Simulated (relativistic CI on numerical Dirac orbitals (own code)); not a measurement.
Calculated at this level of theory: Dirac-Coulomb-Breit CI, orbitals from a KLI potential per configuration, model QED, valence Slater integrals scaled by 0.85, P86 correlation estimate, and configurations built on the next ion tied to the tabulated ionisation energy (semi-empirical) (own radial code, finite nucleus).

Configurations in the expansion (outside the closed core [Ne]): 3s2, 3s 3d, 3s 4s, 3s 4p, 3s 3p, 3s 4d, 3s 5s, 3s 4f, 3p2, 3d2, 3p 3d, 3p 4s, 3d 4s, 3s 5p, 3s 5d, 4s2, 3s 5f, 3s 5g. Levels of other configurations are missing.

Configurations that consist of the next ion and one excited electron were tied to the tabulated ionisation energy; Rydberg ones are usually within 1,000 to 3,000 cm⁻¹ and the lowest ones within about 6,000 (9,000 in d shells), while levels on excited terms of the next ion carry the error of that term, and the other configurations can be misplaced by 10,000 cm⁻¹ or more. Rates follow the energies as ν³ (E1, M1) or ν⁵ (E2), so rates, branching and lifetimes can be off by large factors.

Outline of the computed level scheme of Cl VI. Lowest level of each configuration: 3s2 1S_0 at 0.0000 eV; 3s 3p 3P°_0 at 12.2444 eV; 3p2 1D_2 at 28.5639 eV; 3s 3d 3D_1 at 34.9697 eV; 3p 3d 3F°_2 at 47.6974 eV; 3s 4s 3S_1 at 50.7971 eV; 3s 4p 3P°_0 at 56.3524 eV; 3s 4d 3D_1 at 63.5763 eV; 3s 4f 3F°_2 at 66.0191 eV.

Some strong electric-dipole decays among the lowest 40 levels: 3s 4f 3F°_4 → 3s 3d 3D_3 (2.8e+10 s⁻¹); 3s 4f 3F°_3 → 3s 3d 3D_2 (2.5e+10 s⁻¹); 3s 4f 1F°_3 → 3s 3d 1D_2 (2.4e+10 s⁻¹); 3s 4f 3F°_2 → 3s 3d 3D_1 (2.3e+10 s⁻¹); 3s 4s 1S_0 → 3s 3p 1P°_1 (1.8e+10 s⁻¹); 3s 3d 1D_2 → 3s 3p 1P°_1 (1.6e+10 s⁻¹); 3s 4s 3S_1 → 3s 3p 3P°_2 (1.2e+10 s⁻¹); 3s 3d 3D_3 → 3s 3p 3P°_2 (8.6e+09 s⁻¹).
